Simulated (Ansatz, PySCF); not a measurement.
Input for PySCF:
```python
from pyscf import gto, scf

mol = gto.M(
    atom='''
Al    0.409585   -0.183141   -0.805116
C    -0.580976   -1.242085    0.751100
H    -0.376977   -2.265415    0.446223
H    -1.649395   -1.049269    0.748684
H    -0.150664   -1.050988    1.728693
C    -0.156995    1.518209    0.338901
H     0.325002    2.304755   -0.236247
H     0.240653    1.496650    1.348250
H    -1.233952    1.655441    0.344786
H     1.948551   -0.367078   -0.453892
''',
    basis='cc-pvdz',
    charge=0,
    spin=2,
    verbose=4,
)

mf = scf.UHF(mol)
mf.kernel()
```

Task: Convert this to an input for Ansatz (a first-principles code).

Result: Several could match; the one computed here: 
Ansatz 0.2 input:
```yaml
crystal:
  periodic: [false, false, false]
  atoms:
    - {symbol: Al, position_ang: [0.40958518, -0.18314137, -0.80511561]}
    - {symbol: C, position_ang: [-0.58097621, -1.24208483, 0.75109971]}
    - {symbol: H, position_ang: [-0.37697706, -2.26541523, 0.44622273]}
    - {symbol: H, position_ang: [-1.64939540, -1.04926874, 0.74868397]}
    - {symbol: H, position_ang: [-0.15066413, -1.05098784, 1.72869272]}
    - {symbol: C, position_ang: [-0.15699471, 1.51820863, 0.33890127]}
    - {symbol: H, position_ang: [0.32500173, 2.30475461, -0.23624706]}
    - {symbol: H, position_ang: [0.24065338, 1.49664967, 1.34825049]}
    - {symbol: H, position_ang: [-1.23395162, 1.65544067, 0.34478597]}
    - {symbol: H, position_ang: [1.94855128, -0.36707805, -0.45389173]}
basis:
  gaussian:
    orbitals: cc-pVDZ
hamiltonian:
  xc: hf
magnetization: {spin_polarized: true, initial_magnetization: 2}
accuracy: high
```

Both were run: PySCF gave -321.611160 Eh and Ansatz -321.611160 Eh, 0.000 mEh apart.
